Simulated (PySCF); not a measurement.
Work out the structure from these simulated measurements.

Formula: C4H11NSSi.

| Item | Value |
| --- | --- |
| Dipole | 2.30 D [CAM-B3LYP/def2-SVPD] |
| UV, first state | lowest singlet excitation: 6.21 eV (200 nm, f = 0.033) [TDDFT CAM-B3LYP/def2-SVPD] |
| 13C NMR | chemical shifts (computed TMS as zero) by class: 152.9 (1 C), 118.5 (1 C), 56.4 (1 C), 27.6 (1 C) ppm [GIAO PBE0/pcSseg-1] |
| 1H NMR | chemical shifts (computed TMS as zero) by class: 5.84 (1 H), 5.27 (1 H), 5.24 (1 H), 5.22 (1 H), 5.11 (1 H), 3.02 (1 H), 1.25 (3 H), 0.27 (1 H), 0.14 (1 H) ppm [GIAO PBE0/pcSseg-1] |
| UV, strongest line | among the 8 lowest singlet transitions: S8 at 7.43 eV (167 nm, f = 0.051) [TDDFT CAM-B3LYP/def2-SVPD] |
| Rotational structure | rotational constants A, B, C: 3.286, 0.819, 0.709 GHz [GFN2-xTB] |
| Triplet | lowest triplet excitation (Tamm–Dancoff): 4.52 eV [TDA CAM-B3LYP/def2-SVPD] |

The electronic properties come from PySCF, for the isolated species, density fitting. Levels stand in brackets. Isolated species at its GFN2-xTB geometry (one conformer only). NMR classes are plain means over equivalent atoms (diastereotopic ones count apart unless rotation or inversion swaps them), as if these changed places fast.

Q: Give a SMILES that accounts for the data.

A: Numbering: `[CH2:1]=[CH:2][C@H:3]([CH3:4])[NH:5][SiH2:6][SH:7]`. Its formula, C4H11NSSi, gives 1 degree of unsaturation: 0 rings and 1 π bond in the structure found. 4 carbons fall into 4 classes; from least to most shielded: alkene CH carbon [C2] (152.9 ppm), terminal =CH2 carbon [C1] (118.5 ppm), sp3 carbon bound to nitrogen [C3] (56.4 ppm), methyl carbon [C4] (27.6 ppm). Hydrogen classes from least to most shielded: 1 H on an alkene CH carbon, C2 (5.84 ppm), 1 H on a terminal =CH2 carbon, C1 (5.27 ppm), 1 H on a terminal =CH2 carbon, C1 (5.24 ppm), 1 H on an SiH2 silicon, Si6 (5.22 ppm), 1 H on an SiH2 silicon, Si6 (5.11 ppm), 1 H on an sp3 carbon bound to nitrogen, C3 (3.02 ppm), 3 H on a methyl carbon, C4 (1.25 ppm, a mean of values up to 0.5 ppm apart in this geometry), 1 H on a sulfur bonded to Si and H, S7 (0.27 ppm), 1 H on a silicon-bound nitrogen, N5 (0.14 ppm). The optimised geometry has point group C1 and is an asymmetric top. Structure: `[SiH2](S)N[C@H](C=C)C`. Computed isomers that give other values at the same levels: `C=CCC[Si@@H](N)S` (13C chemical shifts (computed TMS as zero) by class: 148.9 (1 C), 122.5 (1 C), 34.0 (1 C), 26.7 (1 C) ppm); `C=C(C)S[SiH2]NC` (13C chemical shifts (computed TMS as zero) by class: 148.8 (1 C), 117.0 (1 C), 30.7 (1 C), 29.3 (1 C) ppm); `C/C=C\[Si@H](S)NC` (13C chemical shifts (computed TMS as zero) by class: 154.9 (1 C), 132.4 (1 C), 31.7 (1 C), 24.7 (1 C) ppm). The assignments are read from this structure; whether some other isomer fits the data as well wasn't checked. The mirror image fits equally.

Conformer computed: `[CH2:1]=[CH:2][C@H:3]([CH3:4])[NH:5][SiH2:6][SH:7]`: C1–C2–C3–C4 -124°, C2–C3–N5–Si6 -82°, C3–N5–Si6–S7 180°, H–S7–Si6–N5 50°.
